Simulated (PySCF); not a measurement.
C₈H₈S (charge +1 and doublet state).
Structure used (GFN2-xTB), in Å, numbered top down from 1:
```
atom  x, y, z in Å
C1     3.9013   -0.3490   -0.4966
C2     2.5104   -0.2574   -0.2050
C3     1.3190   -0.1700    0.0062
C4    -0.0639   -0.0667    0.2480
C5    -0.3578   -0.4177    1.5222
S6    -0.4052   -0.8618    2.9914
C7    -0.9296    0.3659   -0.8036
C8    -2.2727    0.5180   -0.7349
C9    -3.1383    0.2775    0.4254
H10    4.4836   -0.3286    0.4244
H11    4.2052    0.4751   -1.1428
H12    4.1038   -1.2859   -1.0199
H13   -0.4186    0.5839   -1.7310
H14   -2.7772    0.8573   -1.6309
H15   -3.9096   -0.4496    0.1636
H16   -2.5864   -0.0750    1.2932
H17   -3.6711    1.1962    0.6803
```

The hyperfine couplings belong to this conformer and change with its torsions.

As a line formula: `C[C+]=[C]C(=C=S)/C=C\C` [radical] (charge +1).

Method: UKS B3LYP, pcH-1 on C H S, non-relativistic, mean-field spin-orbit, GIAO in PySCF. Geometry: GFN2-xTB, one conformer, isolated ion. Couplings are sensitive to structure, and on GFN2-xTB geometries they can be far from those on DFT ones, by a factor of two or more for some ions and for spin on atoms past the first row. No stability test was run, so a lower SCF solution isn't excluded.

Principal values of hyperfine tensors in MHz (contact, dipolar and spin–orbit terms together), for some of the nuclei:

```csv
atom,isotope,A1,A2,A3
H12,1H,43.80,44.82,48.57
H17,1H,33.35,34.56,38.55
H15,1H,32.06,33.28,37.27
C3,13C,-26.93,-22.61,-19.02
C8,13C,-1.79,-1.03,60.71
H11,1H,17.54,18.28,21.80
H14,1H,-27.32,-18.83,-5.98
C2,13C,-3.95,-1.52,49.24
```

**Question.** Split each tensor into its isotropic and traceless parts, and turn a_iso into mT with g = 2.0012.

**Answer.** a_iso is a third of the trace, T = A − a_iso, and a(mT) = a(MHz)/(g × 13.996). The tensors hold a spin–orbit part: the run splits a_iso into a_FC + a_SO, and T includes its anisotropic share.

| atom | a_iso (MHz) | a_FC | a_SO | a_iso (mT) | T1 | T2 | T3 |
| --- | --- | --- | --- | --- | --- | --- | --- |
| H12 | 45.73 | 45.73 | 0.00 | 1.633 | -1.93 | -0.91 | 2.84 |
| H17 | 35.48 | 35.48 | 0.00 | 1.267 | -2.14 | -0.93 | 3.06 |
| H15 | 34.20 | 34.20 | 0.00 | 1.221 | -2.14 | -0.93 | 3.07 |
| C3 | -22.86 | -22.95 | 0.10 | -0.816 | -4.08 | 0.25 | 3.83 |
| C8 | 19.30 | 19.36 | -0.06 | 0.689 | -21.09 | -20.33 | 41.42 |
| H11 | 19.21 | 19.21 | -0.01 | 0.686 | -1.66 | -0.93 | 2.59 |
| H14 | -17.38 | -17.37 | 0.00 | -0.620 | -9.94 | -1.46 | 11.40 |
| C2 | 14.59 | 14.71 | -0.12 | 0.521 | -18.54 | -16.11 | 34.65 |

**Question.** What spin density at the nucleus of H14 lies behind its contact coupling (g_N = 5.58569)?

**Answer.** a_FC = 800.24 MHz bohr³ × g_N × ρ(0)/(2S). With a_FC = -17.37 MHz and 2S = 1, ρ(0) = -0.003887 bohr⁻³. In magnitude that is 1.2 % of the 1/π = 0.318 of a free hydrogen atom.

**Question.** C7 (13C, g_N = 1.40482) isn't in the table. Its spin density at the nucleus is -0.01254 bohr⁻³. What is its contact coupling?

**Answer.** By the same relation, a_FC = -14.10 MHz. Its full tensor has the principal values -15.20, -13.61, -13.39 MHz.

**Question.** Name the largest traceless tensor T of the table and describe it.

**Answer.** C8: -21.1, -20.3, 41.4 MHz (the dipolar term alone has -21.0, -20.4, 41.4), axial, in the ratio −1:−1:+2.

**Question.** What first-order splitting does H12 cause when the field lies along A1, A2 or A3 of its tensor (g taken as isotropic, no quadrupole term)?

**Answer.** 2 lines (I = 1/2), spaced by |A_i|/(g × 13.996): 1.56, 1.60, 1.73 mT along the axes of A1, A2 and A3.

The SMILES draws the unpaired electron on C3; the largest computed Mulliken spin population is on S6 (0.33 against -0.05).
